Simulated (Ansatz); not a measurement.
Correlation energies of C₄H₆Si (`C=C1C=C[SiH2]1`) by basis set

```xyz
11

C     0.207   -1.594    1.097
C     0.066   -0.506    0.348
C     0.980    0.086   -0.643
C     0.375    1.192   -1.132
Si   -1.109    0.912   -0.044
H     1.101   -2.211    1.043
H    -0.561   -1.912    1.793
H     1.958   -0.315   -0.914
H     0.768    1.868   -1.880
H    -1.384    1.903    1.033
H    -2.403    0.578   -0.700
```

Total charge 0; spin multiplicity 1. Geometry: relaxed with PBE0-D4/def2-TZVP. Frozen core, restricted reference, the Gaussian-basis code of Ansatz. CBS rows extrapolate triple and quadruple zeta; past MP2 they add the triple-zeta difference.

```
     basis     HF (Eh)  MP2 corr.  CCSD corr.       (T)  CCSD(T) total
def2-TZVPP  -443.89913   -0.74920    -0.79015  -0.03952     -444.72880
def2-QZVPP  -443.91477   -0.79800           –         –              –
 CBS(def2)  -443.91693   -0.83415    -0.87510     as TZ     -444.83155
```
